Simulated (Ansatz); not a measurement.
Computed with Ansatz on PBE0-D4/def2-TZVP structures; ΔE is electronic, products minus reactants. CCSD(T)/CBS adds triple-zeta CCSD(T) − MP2 to the extrapolated MP2 energy (def2 sets, frozen cores). Functionals use def2-TZVPP. B3LYP here is the variant with VWN-RPA as its local correlation; programs differ in this. For Br outer-core shells are correlated without core-valence functions, which leaves a few kJ/mol of doubt a bond. Scalar relativity is left out up to krypton. Each species was taken in one conformer, which may not be the lowest.

`N[Si](F)([SiH3])S` + `[F][Al]([Cl])[Br]` → `N[Si](F)([SiH3])Cl` + `[F][Al]([SH])[Br]`  (redistribution)

`N[Si](F)([SiH3])S`:

Cartesian coordinates in Å:
```
N 1.536 0.800 -0.205
Si -0.084 0.466 -0.581
F -0.403 0.395 -2.153
Si -0.686 -1.582 0.373
S -1.286 2.115 0.042
H 2.237 0.078 -0.198
H 1.930 1.717 -0.344
H -1.996 -2.034 -0.163
H -0.791 -1.418 1.847
H 0.342 -2.622 0.087
H -0.799 2.085 1.295
```

`[F][Al]([Cl])[Br]`:

Cartesian coordinates in Å:
```
F -0.943 1.247 -0.778
Al -0.062 0.097 -0.025
Cl 0.405 0.342 1.973
Br 0.601 -1.686 -1.171
```

`N[Si](F)([SiH3])Cl`:

Cartesian coordinates in Å:
```
N 1.725 0.344 0.378
Si 0.459 -0.107 -0.656
F 0.582 0.827 -1.943
Si -1.617 0.090 0.393
Cl 0.611 -2.026 -1.401
H 2.654 0.495 0.017
H 1.747 0.013 1.329
H -1.570 -0.681 1.665
H -2.678 -0.470 -0.482
H -1.914 1.514 0.700
```

`[F][Al]([SH])[Br]`:

```xyz
5

F    -1.095    1.885    0.215
Al   -0.402    0.401    0.173
S     1.345    0.130   -1.061
Br   -1.292   -1.251    1.385
H     1.443   -1.165   -0.712
```

(1) Is it downhill or uphill in electronic energy at CCSD(T)/CBS, and by how much? (Best estimate.)

(2) What do these levels give: ωB97M-V, PBE, B3LYP, CCSD/def2-TZVPP, HF/def2-QZVPP, MP2/def2-QZVPP? (An estimate is asked.)

Largest T1 diagnostic among the species: 0.012.

Results:

(1) The calculation gave: Uphill: ΔE = +1.1 kcal/mol.

(2) Ansatz gave: ωB97M-V 0.9, PBE 0.6, B3LYP 0.7, CCSD/def2-TZVPP 1.0, HF/def2-QZVPP 0.8, MP2/def2-QZVPP 1.2 kcal/mol.
